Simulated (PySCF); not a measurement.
Ta(S)(F)2(OH) (F₂HOSTa), SMILES [OH][Ta]([F])([F])=[S], multiplicity 1.

The structure is a stationary point at PBE0-D3(BJ)/def2-SVP. The spin state was assumed, not searched. The def2 effective core potentials stand for the cores of Ta; spin–orbit coupling is left out. Other conformers were not sampled.

Two levels are set side by side: PBE/def2-TZVP (PySCF) and CAM-B3LYP/def2-TZVP (PySCF). Same geometry, gas phase. Differences are taken from unrounded values.

```tsv
quantity	CAM-B3LYP	PBE	PBE minus CAM-B3LYP
orbital gap (eV)	8.52	4.17	-4.35
highest occupied level (eV)	-9.25	-6.77	2.48
lowest empty level (eV)	-0.73	-2.61	-1.87
dipole moment (D)	2.82	2.74	-0.08
mean polarisability (bohr³)	57.6	60.5	2.9
```

Without exact exchange PBE keeps part of each electron's self-repulsion, which lifts occupied levels and narrows the gap. PBE's more diffuse valence density responds more strongly to a field. Differences between two approximate levels are no errors against the true value.

Rough cost on one machine, each run with all the roots and properties that it gave: CAM-B3LYP against PBE within a factor of 2.
